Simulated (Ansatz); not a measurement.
Gas-phase reaction R1 → P1 + P2, each structure at its B3LYP-D3(BJ)/def2-TZVP stationary point, reached from a drawn start (curvature not checked).
R1: H6W (SMILES [WH6]), charge 0, multiplicity 1.
P1, H5W (SMILES [WH5]) (charge 0, multiplicity 2, Z-matrix in Å and degrees):
```
W
H 1 1.6787
H 1 1.6935 2 61.77
H 1 1.6935 2 61.82 3 179.90
H 1 1.7206 2 121.68 3 89.93
H 1 1.7207 2 121.65 3 -89.99
```
P2: H atom, charge 0, multiplicity 2.

P less R. No zero-point or thermal terms; singlets are restricted closed shells; open shells are unrestricted; no spin–orbit coupling. The spin states of the d-block species are the ones drawn and need not be the lowest.

Cores are frozen in the correlated methods. CBS(a, b) extrapolates the correlation energy as X⁻³ and adds the Hartree–Fock energy of set b.

The values were computed with Ansatz (a program for electronic structure) with Gaussian orbitals. Each number belongs to the level named beside it. Elements past Kr take the def2 small-core potentials, without spin–orbit coupling.

Q: Predict the reaction energy from CCSD(T)/CBS(def2-TZVPP, def2-QZVPP).

A: 69.8 kcal/mol

Q: What is the computed reaction energy (wB97M-V/def2-TZVPP)?

A: 68.1 kcal/mol

Q: Estimate the reaction energy that CCSD/def2-TZVPP returns for this input.

A: 66.0 kcal/mol
